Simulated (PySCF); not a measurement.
Isomers of C2H11NSi2. Level of theory: PBE0-D3(BJ)/def2-SVP geometry optimisation, gas phase (PySCF). One conformer each; no zero-point energy, no entropy. No frequencies were run at this level. Point groups hold within 0.08 Å.

Question: Order them by energy at this level, lowest first, and give relative energies in kcal/mol.
A. `[CH3:1][Si@@H:2]([NH2:3])[CH2:4][SiH3:5]` with C1–Si2–N3–H -51° and 173°, C1–Si2–C4–Si5 -179°
B. `[CH3:1][CH2:2][N:3]([SiH3:4])[SiH3:5]` with C1–C2–N3–Si4 84°
C. `[NH2:1][SiH2:2][CH2:3][CH2:4][SiH3:5]` with H–N1–Si2–C3 61° and -159°, N1–Si2–C3–C4 -168°, Si2–C3–C4–Si5 -65°
D. `[NH2:1][CH2:2][CH:3]([SiH3:4])[SiH3:5]` with H–N1–C2–C3 -69° and 174°, N1–C2–C3–Si4 -168°

Answer: A (0.0), B (15.3), C (16.2), D (38.4).

Neighbours under 2.5 kcal/mol apart (CCN([SiH3])[SiH3] and N[SiH2]CC[SiH3]) can change places with a better method, another conformer or zero-point energy.

| SMILES | E (Eh) | E rel (kcal/mol) | dipole (D) | point group | A, B, C (MHz) |
| --- | --- | --- | --- | --- | --- |
| C[Si@@H](N)C[SiH3] | -715.93024 | 0.0 | 0.99 | C1 | 5483, 1551, 1315 |
| CCN([SiH3])[SiH3] | -715.90585 | 15.3 | 0.87 | near Cs | 2804, 2724, 1560 |
| N[SiH2]CC[SiH3] | -715.90449 | 16.2 | 1.90 | C1 | 7432, 1233, 1134 |
| NCC([SiH3])[SiH3] | -715.86912 | 38.4 | 1.32 | C1 | 3234, 2184, 1400 |

How do the relative energies change in single points at PBE0/pcSseg-1 (no added dispersion term) on the same geometries?

```
            SMILES  PBE0-D3(BJ)/def2-SVP (kcal/mol)  PBE0/pcSseg-1 (kcal/mol)  shift
C[Si@@H](N)C[SiH3]                              0.0                       0.0    0.0
 CCN([SiH3])[SiH3]                             15.3                      17.4   +2.1
   N[SiH2]CC[SiH3]                             16.2                      17.0   +0.8
 NCC([SiH3])[SiH3]                             38.4                      40.5   +2.1
```

Each column counts from its own lowest isomer. The lowest isomer stays, but the order above it changes; the largest shift is 2.1 kcal/mol.
